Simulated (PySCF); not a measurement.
## A search over the determinants of NaGa⁺

Unrestricted PBE0; Na x2c-SVPall, Ga x2c-SVPall; spin-free X2C with a Gaussian nucleus (PySCF 2.14). Outer shells of the fragments: Na+ closed shells only; Ga 3d10 4s2 4p1.

Followed along the bond (rough minima from three points):

| 2Ms+1 | unpaired | ⟨S²⟩ at the start | R at minimum (Å) | Te (eV) |
| --- | --- | --- | --- | --- |
| 2 | σ ↑ | 0.75 | 3.45 | 0.00 |
| 2 | π ↑ | 0.75 | 3.37 | 0.92 |
| 4 | σ ↑↑, π ↑ | 3.75 | 3.47 | 5.15 |

Solutions found at the starting distance of 2.880 Å, counted from the lowest of them; the search is not exhaustive and high or unbound solutions are not listed, so other states can lie among these:

| 2Ms+1 | unpaired | term | E (eV) | ⟨S²⟩ | ⟨Lz²⟩ | μ (D) |
| --- | --- | --- | --- | --- | --- | --- |
| 2 | σ ↑ | ²Σ⁺ | 0.00 | 0.75 | 0.00 | -6.40 |
| 2 | π ↑ | ²Π | 0.82 | 0.75 | 1.00 | -7.68 |
| 4 | σ ↑↑, π ↑ | ⁴Π | 5.17 | 3.75 | 1.00 | -7.29 |
| 4 | σ ↑, π ↑↑ | ⁴Σ⁻ | 5.93 | 3.75 | 0.00 | -7.93 |
| 4 | σ ↑↑↑ | ⁴Σ⁺ | 8.70 | 3.75 | 0.00 | 2.82 |

A term symbol is given only where ⟨S²⟩ and ⟨Lz²⟩ are close to those of a pure state; real π, δ and φ orbitals otherwise mix terms. A positive dipole points towards Ga; it is taken about the centre of mass and depends on that origin.

Q: Compare the gap between the two lowest followed solutions at the starting distance with the gap between their minima.

A: At PBE0 the second solution (doublet, unpaired electrons π ↑) lies +0.82 eV from the first (doublet, unpaired electrons σ ↑) at 2.880 Å and +0.92 eV at the minima; the two curves relax by different amounts, since their minima lie near 3.37 and 3.45 Å.

Spin–orbit coupling is left out. Counting both spins, an empty level lies below a filled one in some of these solutions, because spin and occupation are held.
